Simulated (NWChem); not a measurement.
Molecule: BHF$_{2}$; SMILES FBF

```xyz
4

B      0.0000     0.0000    -0.4577
H      0.0000     0.0000    -1.6471
F     -1.1335     0.0000     0.2189
F      1.1335     0.0000     0.2189
```
Atoms are numbered in this order, from 1.

Level: B3LYP/6-31G* (spherical d) (NWChem), optimised geometry, unscaled harmonic frequencies. B3LYP is NWChem's, with the RPA form of VWN correlation.

Question: List the harmonic frequencies with IR intensities, and the thermochemistry.

Answer: 
```tsv
frequency (cm⁻¹)	IR intensity (km/mol)
540	18.3
941	74.7
1124	0.3
1174	101.6
1467	357.4
2737	118.1
```

```json
{
  "zero_point_energy": "11.4 kcal/mol",
  "thermal correction to the enthalpy at 298.15 K (with zero-point energy)": "14.0 kcal/mol",
  "heat capacity Cv": "8.1 cal/(mol K)",
  "entropy at 298.15 K and 1 atm (symmetry number 2)": "58.4 cal/(mol K)",
  "dipole_moment": "0.69 D"
}
```

Rigid rotor and harmonic oscillator.
